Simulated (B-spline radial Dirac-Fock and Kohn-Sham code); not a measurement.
# Muonic isotope shifts in gadolinium

Level of theory: the Dirac equation of a negative muon with reduced mass in the field of a spherical finite nucleus, with the Uehling potential to all orders; nuclear polarisation, deformation, hyperfine structure, self-energy, higher-order vacuum polarisation, relativistic recoil and electron screening are left out; a B-spline atomic structure program. Nuclear charge: Fermi distribution (skin thickness 2.3 fm); radii from Angeli and Marinova (2013). Reference ¹⁵⁴Gd, radius 5.1223 fm: 2p3/2 → 1s1/2 4621 keV, 3d5/2 → 2p3/2 1584 keV.

```
  A  radius (fm)  δ⟨r²⟩ (fm²)  shift 2p3/2 → 1s (keV)  shift 3d5/2 → 2p3/2 (keV)
145       4.9786       -1.451                  +90.80                      +4.37
146       4.9801       -1.437                  +89.85                      +4.33
148        5.008       -1.158                  +72.02                      +3.50
150       5.0342       -0.895                  +55.37                      +2.71
152       5.0774       -0.458                  +28.10                      +1.39
155       5.1319       +0.098                   -5.97                      -0.30
156        5.142       +0.202                  -12.24                      -0.61
157       5.1449       +0.232                  -14.03                      -0.69
158       5.1569       +0.356                  -21.46                      -1.07
160       5.1734       +0.526                  -31.65                      -1.58
```

Values without a named source are computed, but for edge energies of neutral atoms, which are taken from tables.
